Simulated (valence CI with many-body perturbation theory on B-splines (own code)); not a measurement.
## Missing levels of Dy⁶¹⁺

Calculated by relativistic CI+MBPT: three valence electrons over a frozen Dirac-Fock core [He], a basis of 11 s, 11 p, 10 d, 8 f, 5 g, 2 h functions for each j, with the one-electron correlation potential Σ1 (screened to all orders), the two-electron term Σ2, the three-electron term Σ3, Breit, model QED; selected single and double excitations, second order for the rest, scaled by the run's own slope (own B-spline code, finite nucleus).

The last digits are not significant, and no measured levels were compared; by estimate large intervals hold to a few tenths of a per cent, small ones and those within an open d or f shell to about a per cent.

```tsv
Level	E (eV)
(2s^2 2p1/2) J=1/2	0.0
(2s 2p1/2^2) J=1/2	223.7
(2s^2 2p3/2) J=3/2	871.8
(2s 2p1/2 2p3/2) J=3/2 [a]	1028.4
(2s 2p1/2 2p3/2) J=5/2	1066.1
(2s 2p1/2 2p3/2) J=1/2	?
(2s 2p1/2 2p3/2) J=3/2 [b]	1130.2
(2p1/2^2 2p3/2) J=3/2	1364.4
(2s 2p3/2^2) J=5/2	?
(2s 2p3/2^2) J=1/2	2012.5
(2s 2p3/2^2) J=3/2	?
(2p1/2 2p3/2^2) J=3/2	2194.1
(2p1/2 2p3/2^2) J=5/2	2216.2
(2p1/2 2p3/2^2) J=1/2	?
(2p3/2^3) J=3/2	?
(2s^2 3s) J=1/2	8156.5
(2s^2 3p1/2) J=1/2	8231.7
(2s 2p1/2 3s) J=1/2 [a]	8306.1
(2s 2p1/2 3s) J=3/2	?
(2s 2p1/2 3s) J=1/2 [b]	8356.9
```

Levels are named by their leading jj configuration (3d3/2^4 stands for four electrons in 3d with j = 3/2), which in mixed levels can hold well under half, so a name can repeat and another be missing. Letters in brackets count levels of one name in rising energy.

Task: The levels stand in rising order. What does the calculation give for the missing energies?

Result: (2s 2p1/2 2p3/2) J=1/2 1128.4; (2s 2p3/2^2) J=5/2 1918.1; (2s 2p3/2^2) J=3/2 2013.3; (2p1/2 2p3/2^2) J=1/2 2265.5; (2p3/2^3) J=3/2 3104.7; (2s 2p1/2 3s) J=3/2 8330.4.
